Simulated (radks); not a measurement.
Values are calculated unless marked as measured or tabulated.
The silicon anion Si4-, [Ar], held by a Watson sphere: a shell of charge +4 at radius R that stands for the Madelung well of a crystal (potential energy -4/R inside, -4/r outside, in hartree with lengths in bohr). Code: a radial shooting solver on a logarithmic mesh with Libxc functionals. Model: scalar-relativistic Kohn-Sham, r2SCAN, spin-unpolarised, spherical densities, finite nucleus; meta-GGA in the generalised Kohn-Sham scheme; Fermi nuclear charge, rms radius of each element as measured or else 0.836 A^(1/3) + 0.57 fm.

R (bohr) = 1.99: e(2p) (eV) -94.960; e(3s) (eV) -16.115; e(3p) (eV) -8.277; <r> 3p (bohr) 2.376; sum of <r^2> (bohr^2) 51.97; X-ray form factor at sin(theta)/lambda = 0.3 1/angstrom 8.019
R (bohr) = 2.19: e(2p) (eV) -94.299; e(3s) (eV) -15.263; e(3p) (eV) -7.884; <r> 3p (bohr) 2.481; sum of <r^2> (bohr^2) 56.13; X-ray form factor at sin(theta)/lambda = 0.3 1/angstrom 7.991
R (bohr) = 3.13: e(2p) (eV) -94.085; e(3s) (eV) -12.007; e(3p) (eV) -6.033; <r> 3p (bohr) 2.990; sum of <r^2> (bohr^2) 78.61; X-ray form factor at sin(theta)/lambda = 0.3 1/angstrom 8.094
R (bohr) = 3.29: e(2p) (eV) -94.165; e(3s) (eV) -11.585; e(3p) (eV) -5.751; <r> 3p (bohr) 3.077; sum of <r^2> (bohr^2) 82.82; X-ray form factor at sin(theta)/lambda = 0.3 1/angstrom 8.119
R (bohr) = 3.8: e(2p) (eV) -94.389; e(3s) (eV) -10.467; e(3p) (eV) -4.949; <r> 3p (bohr) 3.358; sum of <r^2> (bohr^2) 97.00; X-ray form factor at sin(theta)/lambda = 0.3 1/angstrom 8.179
R (bohr) = 3.94: e(2p) (eV) -94.437; e(3s) (eV) -10.215; e(3p) (eV) -4.755; <r> 3p (bohr) 3.436; sum of <r^2> (bohr^2) 101.1; X-ray form factor at sin(theta)/lambda = 0.3 1/angstrom 8.188
